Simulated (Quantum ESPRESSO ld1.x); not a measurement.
Ca4+, 16 electrons, occupied as [Ne] 3s2 3p3.75 3d0.25 (fractional occupations, a model configuration).

All-electron calculation, scalar-relativistic Kohn-Sham, LDA (Slater exchange, Perdew-Wang correlation), spin-polarised, spherical densities, point nucleus; open shells are filled with parallel spins first. Program: ld1.x of Quantum ESPRESSO 7.5.

Energy parts (Ry):
part                      energy
total                 -1346.8418
kinetic                1355.4288
electron-nucleus      -3137.7181
Hartree                 500.9293
exchange-correlation    -65.4818

Orbitals (lengths in bohr, moments of r in powers of bohr; r(90%) holds 90 % of the orbital's charge):
| orbital | occ. | eigenvalue (Ry) | r(90%) |
|---|---|---|---|
| 1s up | 1 | -293.934 | 0.138 |
| 1s down | 1 | -293.873 | 0.138 |
| 2s up | 1 | -34.6551 | 0.568 |
| 2s down | 1 | -34.5842 | 0.567 |
| 2p up | 3 | -28.9157 | 0.541 |
| 2p down | 3 | -28.8316 | 0.540 |
| 3s up | 1 | -7.28218 | 1.62 |
| 3s down | 1 | -7.00952 | 1.63 |
| 3p up | 3 | -5.81598 | 1.74 |
| 3p down | 0.75 | -5.55380 | 1.77 |
| 3d up | 0.25 | -3.62483 | 2.03 |
| 3d down | 0 | -3.39415 | 2.10 |

The highest occupied level is 3d up at -49.318 eV. Spin moment in Bohr magnetons: 2.5. The density falls to 0.001 e/bohr^3 at r = 2.67 bohr.
